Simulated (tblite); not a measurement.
Species: C₄H₁₁B₂ClO.
Atom-mapped SMILES: `[BH2:1][CH2:2][BH:3][O:4][C@@H:5]([CH3:6])[CH2:7][Cl:8]` (hydrogens: H9, H10 on B1; H11, H12 on C2; H13 on B3; H14 on C5; H15, H16, H17 on C6; H18, H19 on C7)

Computed with GFN2-xTB (tblite), gas phase: Langevin dynamics at 200 K from the optimised GFN2-xTB geometry, time step 0.5 fs, friction 0.01 fs⁻¹, 2000 steps. The instantaneous temperature is 2·E(kin)/(3Nk) with all 3N coordinates.

```json
{"t (fs)": "0", "T (K)": "162", "E(pot) above start (eV)": "0.000", "B1–C2 (Å)": "1.559", "C2–B3 (Å)": "1.606", "B3–O4 (Å)": "1.327", "O4–C5 (Å)": "1.415", "C5–C6 (Å)": "1.525", "B1–H9 (Å)": "1.172", "B1–C2–B3–O4 (°)": "-84"}
{"t (fs)": "25", "T (K)": "144", "E(pot) above start (eV)": "0.215", "B1–C2 (Å)": "1.547", "C2–B3 (Å)": "1.580", "B3–O4 (Å)": "1.333", "O4–C5 (Å)": "1.441", "C5–C6 (Å)": "1.525", "B1–H9 (Å)": "1.194", "B1–C2–B3–O4 (°)": "-96"}
{"t (fs)": "50", "T (K)": "190", "E(pot) above start (eV)": "0.264", "B1–C2 (Å)": "1.589", "C2–B3 (Å)": "1.644", "B3–O4 (Å)": "1.318", "O4–C5 (Å)": "1.413", "C5–C6 (Å)": "1.504", "B1–H9 (Å)": "1.190", "B1–C2–B3–O4 (°)": "-97"}
{"t (fs)": "75", "T (K)": "212", "E(pot) above start (eV)": "0.279", "B1–C2 (Å)": "1.533", "C2–B3 (Å)": "1.628", "B3–O4 (Å)": "1.329", "O4–C5 (Å)": "1.424", "C5–C6 (Å)": "1.558", "B1–H9 (Å)": "1.203", "B1–C2–B3–O4 (°)": "-90"}
{"t (fs)": "100", "T (K)": "224", "E(pot) above start (eV)": "0.337", "B1–C2 (Å)": "1.563", "C2–B3 (Å)": "1.616", "B3–O4 (Å)": "1.326", "O4–C5 (Å)": "1.438", "C5–C6 (Å)": "1.508", "B1–H9 (Å)": "1.215", "B1–C2–B3–O4 (°)": "-74"}
{"t (fs)": "125", "T (K)": "226", "E(pot) above start (eV)": "0.409", "B1–C2 (Å)": "1.576", "C2–B3 (Å)": "1.596", "B3–O4 (Å)": "1.342", "O4–C5 (Å)": "1.421", "C5–C6 (Å)": "1.442", "B1–H9 (Å)": "1.221", "B1–C2–B3–O4 (°)": "-80"}
{"t (fs)": "150", "T (K)": "194", "E(pot) above start (eV)": "0.453", "B1–C2 (Å)": "1.547", "C2–B3 (Å)": "1.596", "B3–O4 (Å)": "1.328", "O4–C5 (Å)": "1.383", "C5–C6 (Å)": "1.500", "B1–H9 (Å)": "1.233", "B1–C2–B3–O4 (°)": "-87"}
{"t (fs)": "175", "T (K)": "172", "E(pot) above start (eV)": "0.451", "B1–C2 (Å)": "1.551", "C2–B3 (Å)": "1.620", "B3–O4 (Å)": "1.322", "O4–C5 (Å)": "1.421", "C5–C6 (Å)": "1.497", "B1–H9 (Å)": "1.222", "B1–C2–B3–O4 (°)": "-79"}
{"t (fs)": "200", "T (K)": "210", "E(pot) above start (eV)": "0.329", "B1–C2 (Å)": "1.553", "C2–B3 (Å)": "1.585", "B3–O4 (Å)": "1.319", "O4–C5 (Å)": "1.432", "C5–C6 (Å)": "1.509", "B1–H9 (Å)": "1.202", "B1–C2–B3–O4 (°)": "-75"}
{"t (fs)": "225", "T (K)": "132", "E(pot) above start (eV)": "0.470", "B1–C2 (Å)": "1.539", "C2–B3 (Å)": "1.619", "B3–O4 (Å)": "1.318", "O4–C5 (Å)": "1.432", "C5–C6 (Å)": "1.547", "B1–H9 (Å)": "1.185", "B1–C2–B3–O4 (°)": "-66"}
{"t (fs)": "250", "T (K)": "197", "E(pot) above start (eV)": "0.378", "B1–C2 (Å)": "1.560", "C2–B3 (Å)": "1.628", "B3–O4 (Å)": "1.311", "O4–C5 (Å)": "1.409", "C5–C6 (Å)": "1.586", "B1–H9 (Å)": "1.159", "B1–C2–B3–O4 (°)": "-66"}
{"t (fs)": "275", "T (K)": "197", "E(pot) above start (eV)": "0.295", "B1–C2 (Å)": "1.583", "C2–B3 (Å)": "1.555", "B3–O4 (Å)": "1.323", "O4–C5 (Å)": "1.433", "C5–C6 (Å)": "1.534", "B1–H9 (Å)": "1.190", "B1–C2–B3–O4 (°)": "-82"}
{"t (fs)": "300", "T (K)": "144", "E(pot) above start (eV)": "0.505", "B1–C2 (Å)": "1.569", "C2–B3 (Å)": "1.600", "B3–O4 (Å)": "1.334", "O4–C5 (Å)": "1.416", "C5–C6 (Å)": "1.512", "B1–H9 (Å)": "1.163", "B1–C2–B3–O4 (°)": "-78"}
{"t (fs)": "325", "T (K)": "258", "E(pot) above start (eV)": "0.377", "B1–C2 (Å)": "1.548", "C2–B3 (Å)": "1.579", "B3–O4 (Å)": "1.317", "O4–C5 (Å)": "1.408", "C5–C6 (Å)": "1.517", "B1–H9 (Å)": "1.165", "B1–C2–B3–O4 (°)": "-81"}
{"t (fs)": "350", "T (K)": "201", "E(pot) above start (eV)": "0.502", "B1–C2 (Å)": "1.533", "C2–B3 (Å)": "1.651", "B3–O4 (Å)": "1.329", "O4–C5 (Å)": "1.432", "C5–C6 (Å)": "1.560", "B1–H9 (Å)": "1.158", "B1–C2–B3–O4 (°)": "-90"}
{"t (fs)": "375", "T (K)": "172", "E(pot) above start (eV)": "0.577", "B1–C2 (Å)": "1.550", "C2–B3 (Å)": "1.653", "B3–O4 (Å)": "1.340", "O4–C5 (Å)": "1.378", "C5–C6 (Å)": "1.575", "B1–H9 (Å)": "1.153", "B1–C2–B3–O4 (°)": "-93"}
{"t (fs)": "400", "T (K)": "205", "E(pot) above start (eV)": "0.427", "B1–C2 (Å)": "1.594", "C2–B3 (Å)": "1.558", "B3–O4 (Å)": "1.335", "O4–C5 (Å)": "1.422", "C5–C6 (Å)": "1.556", "B1–H9 (Å)": "1.145", "B1–C2–B3–O4 (°)": "-94"}
{"t (fs)": "425", "T (K)": "251", "E(pot) above start (eV)": "0.515", "B1–C2 (Å)": "1.625", "C2–B3 (Å)": "1.639", "B3–O4 (Å)": "1.348", "O4–C5 (Å)": "1.439", "C5–C6 (Å)": "1.542", "B1–H9 (Å)": "1.141", "B1–C2–B3–O4 (°)": "-103"}
{"t (fs)": "450", "T (K)": "284", "E(pot) above start (eV)": "0.529", "B1–C2 (Å)": "1.552", "C2–B3 (Å)": "1.623", "B3–O4 (Å)": "1.303", "O4–C5 (Å)": "1.384", "C5–C6 (Å)": "1.530", "B1–H9 (Å)": "1.170", "B1–C2–B3–O4 (°)": "-90"}
{"t (fs)": "475", "T (K)": "232", "E(pot) above start (eV)": "0.597", "B1–C2 (Å)": "1.545", "C2–B3 (Å)": "1.600", "B3–O4 (Å)": "1.337", "O4–C5 (Å)": "1.440", "C5–C6 (Å)": "1.573", "B1–H9 (Å)": "1.168", "B1–C2–B3–O4 (°)": "-88"}
{"t (fs)": "500", "T (K)": "261", "E(pot) above start (eV)": "0.481", "B1–C2 (Å)": "1.567", "C2–B3 (Å)": "1.559", "B3–O4 (Å)": "1.354", "O4–C5 (Å)": "1.449", "C5–C6 (Å)": "1.540", "B1–H9 (Å)": "1.182", "B1–C2–B3–O4 (°)": "-81"}
{"t (fs)": "525", "T (K)": "254", "E(pot) above start (eV)": "0.353", "B1–C2 (Å)": "1.538", "C2–B3 (Å)": "1.656", "B3–O4 (Å)": "1.339", "O4–C5 (Å)": "1.410", "C5–C6 (Å)": "1.542", "B1–H9 (Å)": "1.182", "B1–C2–B3–O4 (°)": "-77"}
{"t (fs)": "550", "T (K)": "244", "E(pot) above start (eV)": "0.345", "B1–C2 (Å)": "1.580", "C2–B3 (Å)": "1.596", "B3–O4 (Å)": "1.338", "O4–C5 (Å)": "1.411", "C5–C6 (Å)": "1.556", "B1–H9 (Å)": "1.193", "B1–C2–B3–O4 (°)": "-68"}
{"t (fs)": "575", "T (K)": "227", "E(pot) above start (eV)": "0.402", "B1–C2 (Å)": "1.608", "C2–B3 (Å)": "1.567", "B3–O4 (Å)": "1.345", "O4–C5 (Å)": "1.384", "C5–C6 (Å)": "1.507", "B1–H9 (Å)": "1.189", "B1–C2–B3–O4 (°)": "-73"}
{"t (fs)": "600", "T (K)": "234", "E(pot) above start (eV)": "0.356", "B1–C2 (Å)": "1.575", "C2–B3 (Å)": "1.585", "B3–O4 (Å)": "1.376", "O4–C5 (Å)": "1.428", "C5–C6 (Å)": "1.520", "B1–H9 (Å)": "1.197", "B1–C2–B3–O4 (°)": "-86"}
{"t (fs)": "625", "T (K)": "218", "E(pot) above start (eV)": "0.396", "B1–C2 (Å)": "1.494", "C2–B3 (Å)": "1.626", "B3–O4 (Å)": "1.323", "O4–C5 (Å)": "1.379", "C5–C6 (Å)": "1.545", "B1–H9 (Å)": "1.180", "B1–C2–B3–O4 (°)": "-90"}
{"t (fs)": "650", "T (K)": "247", "E(pot) above start (eV)": "0.458", "B1–C2 (Å)": "1.551", "C2–B3 (Å)": "1.611", "B3–O4 (Å)": "1.336", "O4–C5 (Å)": "1.395", "C5–C6 (Å)": "1.509", "B1–H9 (Å)": "1.144", "B1–C2–B3–O4 (°)": "-82"}
{"t (fs)": "675", "T (K)": "258", "E(pot) above start (eV)": "0.600", "B1–C2 (Å)": "1.605", "C2–B3 (Å)": "1.587", "B3–O4 (Å)": "1.355", "O4–C5 (Å)": "1.422", "C5–C6 (Å)": "1.580", "B1–H9 (Å)": "1.114", "B1–C2–B3–O4 (°)": "-92"}
{"t (fs)": "700", "T (K)": "188", "E(pot) above start (eV)": "0.592", "B1–C2 (Å)": "1.569", "C2–B3 (Å)": "1.635", "B3–O4 (Å)": "1.321", "O4–C5 (Å)": "1.351", "C5–C6 (Å)": "1.502", "B1–H9 (Å)": "1.103", "B1–C2–B3–O4 (°)": "-83"}
{"t (fs)": "725", "T (K)": "183", "E(pot) above start (eV)": "0.671", "B1–C2 (Å)": "1.486", "C2–B3 (Å)": "1.684", "B3–O4 (Å)": "1.331", "O4–C5 (Å)": "1.430", "C5–C6 (Å)": "1.504", "B1–H9 (Å)": "1.087", "B1–C2–B3–O4 (°)": "-74"}
{"t (fs)": "750", "T (K)": "226", "E(pot) above start (eV)": "0.395", "B1–C2 (Å)": "1.563", "C2–B3 (Å)": "1.591", "B3–O4 (Å)": "1.338", "O4–C5 (Å)": "1.456", "C5–C6 (Å)": "1.540", "B1–H9 (Å)": "1.113", "B1–C2–B3–O4 (°)": "-88"}
{"t (fs)": "775", "T (K)": "188", "E(pot) above start (eV)": "0.440", "B1–C2 (Å)": "1.648", "C2–B3 (Å)": "1.615", "B3–O4 (Å)": "1.314", "O4–C5 (Å)": "1.389", "C5–C6 (Å)": "1.528", "B1–H9 (Å)": "1.138", "B1–C2–B3–O4 (°)": "-87"}
{"t (fs)": "800", "T (K)": "272", "E(pot) above start (eV)": "0.274", "B1–C2 (Å)": "1.554", "C2–B3 (Å)": "1.616", "B3–O4 (Å)": "1.325", "O4–C5 (Å)": "1.424", "C5–C6 (Å)": "1.543", "B1–H9 (Å)": "1.157", "B1–C2–B3–O4 (°)": "-88"}
{"t (fs)": "825", "T (K)": "171", "E(pot) above start (eV)": "0.388", "B1–C2 (Å)": "1.492", "C2–B3 (Å)": "1.606", "B3–O4 (Å)": "1.342", "O4–C5 (Å)": "1.453", "C5–C6 (Å)": "1.536", "B1–H9 (Å)": "1.152", "B1–C2–B3–O4 (°)": "-80"}
{"t (fs)": "850", "T (K)": "213", "E(pot) above start (eV)": "0.355", "B1–C2 (Å)": "1.635", "C2–B3 (Å)": "1.607", "B3–O4 (Å)": "1.324", "O4–C5 (Å)": "1.358", "C5–C6 (Å)": "1.509", "B1–H9 (Å)": "1.168", "B1–C2–B3–O4 (°)": "-77"}
{"t (fs)": "875", "T (K)": "198", "E(pot) above start (eV)": "0.427", "B1–C2 (Å)": "1.632", "C2–B3 (Å)": "1.610", "B3–O4 (Å)": "1.321", "O4–C5 (Å)": "1.423", "C5–C6 (Å)": "1.559", "B1–H9 (Å)": "1.177", "B1–C2–B3–O4 (°)": "-75"}
{"t (fs)": "900", "T (K)": "192", "E(pot) above start (eV)": "0.517", "B1–C2 (Å)": "1.518", "C2–B3 (Å)": "1.599", "B3–O4 (Å)": "1.339", "O4–C5 (Å)": "1.464", "C5–C6 (Å)": "1.512", "B1–H9 (Å)": "1.166", "B1–C2–B3–O4 (°)": "-85"}
{"t (fs)": "925", "T (K)": "239", "E(pot) above start (eV)": "0.317", "B1–C2 (Å)": "1.549", "C2–B3 (Å)": "1.636", "B3–O4 (Å)": "1.324", "O4–C5 (Å)": "1.374", "C5–C6 (Å)": "1.518", "B1–H9 (Å)": "1.192", "B1–C2–B3–O4 (°)": "-99"}
{"t (fs)": "950", "T (K)": "144", "E(pot) above start (eV)": "0.511", "B1–C2 (Å)": "1.611", "C2–B3 (Å)": "1.604", "B3–O4 (Å)": "1.315", "O4–C5 (Å)": "1.402", "C5–C6 (Å)": "1.573", "B1–H9 (Å)": "1.190", "B1–C2–B3–O4 (°)": "-106"}
{"t (fs)": "975", "T (K)": "187", "E(pot) above start (eV)": "0.440", "B1–C2 (Å)": "1.581", "C2–B3 (Å)": "1.602", "B3–O4 (Å)": "1.338", "O4–C5 (Å)": "1.468", "C5–C6 (Å)": "1.565", "B1–H9 (Å)": "1.155", "B1–C2–B3–O4 (°)": "-96"}
{"t (fs)": "1000", "T (K)": "145", "E(pot) above start (eV)": "0.448", "B1–C2 (Å)": "1.517", "C2–B3 (Å)": "1.601", "B3–O4 (Å)": "1.310", "O4–C5 (Å)": "1.386", "C5–C6 (Å)": "1.515", "B1–H9 (Å)": "1.168", "B1–C2–B3–O4 (°)": "-84"}
```

**Question.** From 500 fs on, how do temperature and potential energy compare with equipartition?

**Answer.** The mean temperature of these 21 frames is 214 K against the target 200 K, and the mean potential energy 0.44 eV against 51 × kT/2 = 0.44 eV for 51 classical harmonic modes. For 19 atoms in a canonical ensemble the temperature itself scatters by T·√(2/(3N)) = 37 K; here its standard deviation is 36 K. The whole run lasts only 10 friction times of 100 fs, so these averages carry a wide statistical error.

**Question.** What are the kinetic and total energies of the listed frame with the highest potential energy?

**Answer.** The one at 725 fs, 0.671 eV above the start. Its kinetic energy is 3NkT/2 = 0.450 eV at 183 K, so the sum is 1.12 eV; over the listed frames the sum runs from 0.40 to 1.23 eV, since the thermostat adds and removes energy.

**Question.** How much do the listed bonds fluctuate from 500 fs on?

**Answer.** 
```csv
bond,at the start (Å),mean (Å),standard deviation (Å)
B1–C2,1.559,1.565,0.046
C2–B3,1.606,1.609,0.027
B3–O4,1.327,1.334,0.015
O4–C5,1.415,1.412,0.033
C5–C6,1.525,1.534,0.023
B1–H9,1.172,1.159,0.031
```

The motion is classical and holds no zero-point motion.

What follows is the cost of the whole dynamics run. Time: 27 s; peak memory 0.19 GiB. Hardware: one thread of an Intel Xeon Platinum 8259CL at 2.50 GHz, no GPU (shared host).
